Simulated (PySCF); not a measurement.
Molfile (atoms numbered from 1):
```
C6H8N2
     RDKit          3D

 16 16  0  0  0  0  0  0  0  0999 V2000
    2.7491    0.3215   -0.1027 C   0  0  0  0  0  0  0  0  0  0  0  0
    1.6447   -0.3616   -0.7011 N   0  0  0  0  0  0  0  0  0  0  0  0
    0.3496   -0.2431   -0.2969 C   0  0  0  0  0  0  0  0  0  0  0  0
   -0.0489    0.6789    0.6966 C   0  0  0  0  0  0  0  0  0  0  0  0
   -1.3937    0.7402    1.0304 C   0  0  0  0  0  0  0  0  0  0  0  0
   -2.3076   -0.0990    0.3915 C   0  0  0  0  0  0  0  0  0  0  0  0
   -1.8048   -0.9758   -0.5681 C   0  0  0  0  0  0  0  0  0  0  0  0
   -0.5250   -1.0544   -0.9074 N   0  0  0  0  0  0  0  0  0  0  0  0
    2.8929    0.0620    0.9638 H   0  0  0  0  0  0  0  0  0  0  0  0
    3.6702    0.0586   -0.6391 H   0  0  0  0  0  0  0  0  0  0  0  0
    2.6353    1.4180   -0.1660 H   0  0  0  0  0  0  0  0  0  0  0  0
    1.8075   -1.1201   -1.3493 H   0  0  0  0  0  0  0  0  0  0  0  0
    0.6783    1.3245    1.1897 H   0  0  0  0  0  0  0  0  0  0  0  0
   -1.7292    1.4454    1.7955 H   0  0  0  0  0  0  0  0  0  0  0  0
   -3.3718   -0.0789    0.6302 H   0  0  0  0  0  0  0  0  0  0  0  0
   -2.4820   -1.6599   -1.0942 H   0  0  0  0  0  0  0  0  0  0  0  0
  1  2  1  0
  2  3  1  0
  3  4  2  0
  4  5  1  0
  5  6  2  0
  6  7  1  0
  7  8  2  0
  8  3  1  0
  1  9  1  0
  1 10  1  0
  1 11  1  0
  2 12  1  0
  4 13  1  0
  5 14  1  0
  6 15  1  0
  7 16  1  0
M  END
```

Geometry: PBE0-D3(BJ)/def2-SVP; GIAO absolute shieldings from PySCF 2.14, gas phase, non-relativistic, averaged over equivalent atoms.

At PBE0/def2-SVP (152 basis functions, 14 s wall time on 1 thread of an Arm Neoverse V2, shared host):
| atoms | σ (ppm) |
| --- | --- |
| C3 | 40.4 |
| C7 | 46.5 |
| C5 | 58.7 |
| C6 | 83.8 |
| C4 | 94.9 |
| C1 | 166.4 |
| N8 | -14.3 |
| N2 | 191.4 |
| H16 | 23.43 |
| H14 | 24.10 |
| H15 | 25.08 |
| H13 | 25.48 |
| H12 | 27.56 |
| H9/H10/H11 | 28.75 |

Estimate the result of repeating the calculation with PBE0/pcSseg-1.

Answers


```
     atoms  σ at PBE0/pcSseg-1  change
        C3                23.2   -17.2
        C7                29.3   -17.2
        C5                41.3   -17.4
        C6                68.0   -15.8
        C4                80.6   -14.3
        C1               155.6   -10.8
        N8               -39.6   -25.3
        N2               178.2   -13.2
       H16               23.10   -0.33
       H14               23.77   -0.33
       H15               24.78   -0.30
       H13               25.23   -0.25
       H12               27.15   -0.41
H9/H10/H11               28.47   -0.28
```

The largest change is at N8 (pyridine-type ring nitrogen). Cost: 176 basis functions, 29 s wall time on 1 thread of an Arm Neoverse V1, shared host. The order of the carbon signals is the same at both levels.
